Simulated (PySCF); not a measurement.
A calculated (TPSSh, PySCF 2.14, x2c-QZVPPall, scalar relativity by spin-free X2C-1e) atom or ion has these occupied shells.

| shell | electrons | orbital energy (eV) | rms radius, mean of both spins (bohr) |
| --- | --- | --- | --- |
| 1s α | 1 | -595.16 | 0.230 |
| 1s β | 1 | -594.03 | 0.230 |
| 2s α | 1 | -81.988 | 1.06 |
| 2s β | 1 | -79.057 | 1.06 |
| 2p α | 1 | -68.539 | 1.00 |

**Question.** Name the element and its charge.

**Answer.** O³⁺ (oxygen, charge +3), in [He] 2s2 2p1, 2P determinant.
